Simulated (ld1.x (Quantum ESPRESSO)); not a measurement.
## What one change does to a pseudopotential (Mo, TM semilocal)

ld1.x (Quantum ESPRESSO) 7.5 input, shortened:

```
&input
   title='Mo', zed=42., rel=1, dft='PBE', iswitch=3,
   config='[Kr] 4d5 5s1 5p0'
 /
 &inputp
   pseudotype=1, tm=.true., lloc=0,
   nlcc=.false.
 /
3
5P  2  1   0.00   0.00  3.35  3.35  0.0
4D  3  2   5.00   0.00  2.10  2.10  0.0
5S  1  0   1.00   0.00  2.60  2.60  0.0
 &test
   configts(1)='4d5 5s1 5p0'
 /
```

All-electron outer shells of the reference configuration (PBE, scalar-relativistic, ld1.x):

```json
{"shell": "4s", "level (eV)": "-64.35", "outermost node (bohr)": "0.51", "outermost maximum (bohr)": "0.99"}
{"shell": "4p", "level (eV)": "-38.49", "outermost node (bohr)": "0.52", "outermost maximum (bohr)": "1.08"}
{"shell": "5s", "level (eV)": "-4.09", "outermost node (bohr)": "1.34", "outermost maximum (bohr)": "2.93"}
{"shell": "4d", "level (eV)": "-3.75", "outermost node (bohr)": "0.53", "outermost maximum (bohr)": "1.38"}
{"shell": "5p", "level (eV)": "-1.04", "outermost node (bohr)": "1.54", "outermost maximum (bohr)": "4.11"}
```

Change: non-relativistic.

Cutoffs: the cutoffs (Ry, on a coarse ladder) from which the occupation-weighted sum of valence levels, in a spherical-Bessel basis at the reference potential, stays within 10 and 1 mRy of its value at 400 Ry; they do not see the model core or the augmentation charge, which bear on the density cutoff. Errors are all-electron minus pseudo energies relative to the spin-unpolarised reference configuration.

Q: Predict the effect on cutoff, ghosts and configuration errors.

A: The potential gets neither clearly harder nor softer (35 Ry and 45 Ry → 35 Ry and 45 Ry); of the 7 tests that both files solve, the error grows in 3 and shrinks in 1 by more than 15 % and 0.3 meV (median size 26.2 → 26.6 meV); neither file shows a bound ghost. A semilocal file is local in each channel, so a ghost entry of none says nothing of the separable form that plane-wave codes build from it.

| quantity | base | changed |
| --- | --- | --- |
| cutoff, loose | 35 Ry | 35 Ry |
| cutoff, tight | 45 Ry | 45 Ry |
| bound ghosts | none | none |
| error for 4d5 5s0 5p0, meV [ΔE 6.89 → 6.52 eV] | +17 | +21 |
| error for 4d4 5s0 5p0, meV [ΔE 22.35 → 22.20 eV] | +74 | +77 |
| error for 4d3 5s0 5p0, meV [ΔE 49.10 → 49.30 eV] | +61 | +46 |
| error for 4d6 5s0 5p0, meV [ΔE 0.76 → 0.31 eV] | -26 | -27 |
| error for 4d5.5 5s0.5 5p0, meV [ΔE 0.28 → 0.04 eV] | -7.9 | -7.7 |
| error for 4d5 5s0.5 5p0, meV [ΔE 2.73 → 2.56 eV] | +2.0 | +3.0 |
| error for 4d4 5s1 5p1, meV [ΔE 3.74 → 4.07 eV] | -43 | -50 |
| s: phases at 3.65 bohr within 0.05 rad from the reference energy up to (Ry; the scan ends near 5) | 1.4 | 1.4 |
| p: phases at 3.65 bohr within 0.05 rad from the reference energy up to (Ry; the scan ends near 5) | 1.8 | 1.7 |
| d: phases at 3.65 bohr within 0.05 rad from the reference energy up to (Ry; the scan ends near 5) | 4.3 | 4.3 |
